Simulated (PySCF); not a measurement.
C6H10. Atoms are numbered in the order given.

```xyz
16

C      2.6520     0.0000    -0.8733
C      2.0701     0.0000     0.5485
C      0.6065     0.0000     0.5755
C     -0.6065     0.0000     0.5755
C     -2.0701     0.0000     0.5485
C     -2.6520     0.0000    -0.8733
H      2.3220     0.8891    -1.4322
H      3.7528     0.0000    -0.8426
H      2.3220    -0.8891    -1.4322
H      2.4437     0.8805     1.1014
H      2.4437    -0.8805     1.1014
H     -2.4437     0.8805     1.1014
H     -2.4437    -0.8805     1.1014
H     -2.3220    -0.8891    -1.4322
H     -3.7528     0.0000    -0.8426
H     -2.3220     0.8891    -1.4322
```

Coordinates come from a B3LYP-D3(BJ)/def2-SVP optimisation.

Level of theory: PBE/def2-TZVP run with PySCF.

Symmetry labels are those of the subgroup C2v that the program uses (full group C2v).

Computed valence orbital energies around the gap with their symmetry:
```
orbital  symmetry  energy (eV)
-------  --------  -----------
HOMO−7         A1        -9.68
HOMO−6         B1        -9.58
HOMO−5         B1        -8.87
HOMO−4         A1        -8.73
HOMO−3         B2        -8.67
HOMO−2         A2        -8.48
HOMO−1         A1        -5.93
HOMO           B2        -5.84
LUMO           B1         0.15
LUMO+1         A1         0.45
LUMO+2         A2         0.54
LUMO+3         B1         1.35
```
